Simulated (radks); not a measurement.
Exchange energies: the exact (Fock) value of the Kohn-Sham orbitals and density-functional approximations, as 100 (|E| - |E exact|)/|E exact|, negative where the magnitude is too small. Species: K [Ar] 4s1; N [He] 2s2 2p3; Ag [Kr] 4d10 5s1; Si4+ [Ne]. All-electron calculation, non-relativistic Kohn-Sham, exchange-only B88, spin-polarised, spherical densities, point nucleus. Program: a radial shooting solver on a logarithmic mesh with Libxc functionals. Every spin shell is full or empty, so the densities are truly spherical. Functionals are evaluated on that one density, not self-consistently.

functional,K,N,Ag,Si4+
exact (hartree),-32.6316,-6.56478,-143.821,-19.1681
LDA,-7.49,-10.51,-4.92,-8.58
revPBE,-0.17,+0.24,-0.23,-0.17
OPTX,+0.12,+0.08,+1.21,-0.02
AM05,-6.63,-8.60,-4.57,-7.35
SOGGA,-3.35,-4.43,-2.28,-3.83
G96,+0.10,+0.07,+0.39,+0.06
TPSS,+0.17,+0.53,-0.21,+0.23
SCAN,+0.29,+0.17,+0.22,+0.32
r2SCAN,+0.01,+0.06,-0.05,+0.10
TASK,-2.98,-2.49,-2.25,-2.46
